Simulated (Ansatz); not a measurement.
V3⁺ (the lowest singlet isomer of a short search), 3 atoms. Hardware: 4 threads of Intel Xeon 6975P-C on a shared host.

Correlated methods freeze 15 core orbitals; core or outer-core shells of V are correlated, in sets that lack core-valence functions.

(1) How many basis functions does each of these Ansatz runs have, and roughly what does it cost? PBE-D4/def2-TZVP, charge 0 doublet at the geometry of the charge 1 singlet, energy, from earlier orbitals; CAM-B3LYP-D4/def2-TZVP, charge 1 triplet, energy, from earlier orbitals; B3LYP-D4/def2-TZVP, charge 1 triplet, energy, from earlier orbitals; PBE-D4/def2-SVP, charge 1 singlet, energy, from earlier orbitals; PBE0-D4/def2-SVP, charge 1 unrestricted singlet, energy with a search over starts; B3LYP-D4/def2-TZVP, charge 1 singlet, energy, from earlier orbitals; PBE0-D4/def2-SVP, charge 1 triplet, energy with a search over starts; PBE0-D4/def2-TZVP, charge 0 doublet at the geometry of the charge 1 singlet, energy, from earlier orbitals; PBE-QIDH/def2-TZVP, charge 1 quintet, energy, from earlier orbitals; RPA@PBE/def2-TZVP, charge 1 triplet, energy, from earlier orbitals; ωB97M-V/def2-TZVP, charge 1 quintet, energy, from earlier orbitals; PBE0-D4/def2-TZVP, charge 1 unrestricted singlet, energy, from earlier orbitals.

Answers

(1) Other jobs shared the machine, so times can vary by a factor of up to 3. A dash marks memory too small to be measured apart from the calling script's.

```
                                                                                                       run  functions  fitting or Cholesky vectors  wall time  peak host memory (GiB)
                                          PBE-D4/def2-SVP, charge 1 singlet, energy, from earlier orbitals         93                         1146      0.7 s                       –
                                       B3LYP-D4/def2-TZVP, charge 1 singlet, energy, from earlier orbitals        135                         1431      1.5 s                       –
 PBE-D4/def2-TZVP, charge 0 doublet at the geometry of the charge 1 singlet, energy, from earlier orbitals        135                         1302      1.9 s                       –
                                        RPA@PBE/def2-TZVP, charge 1 triplet, energy, from earlier orbitals        135                         1185      2.6 s                       –
PBE0-D4/def2-TZVP, charge 0 doublet at the geometry of the charge 1 singlet, energy, from earlier orbitals        135                         1185      5.5 s                       –
                                       B3LYP-D4/def2-TZVP, charge 1 triplet, energy, from earlier orbitals        135                         1185      7.5 s                       –
                                   CAM-B3LYP-D4/def2-TZVP, charge 1 triplet, energy, from earlier orbitals        135                         1185       13 s                    0.67
                                       PBE-QIDH/def2-TZVP, charge 1 quintet, energy, from earlier orbitals        135                         1185       36 s                    0.63
                                      PBE0-D4/def2-SVP, charge 1 triplet, energy with a search over starts         93                         1053       40 s                       –
                         PBE0-D4/def2-SVP, charge 1 unrestricted singlet, energy with a search over starts         93                         1052       52 s                       –
                                        ωB97M-V/def2-TZVP, charge 1 quintet, energy, from earlier orbitals        135                         1185       63 s                    0.98
                           PBE0-D4/def2-TZVP, charge 1 unrestricted singlet, energy, from earlier orbitals        135                         1185       77 s                    0.69
```
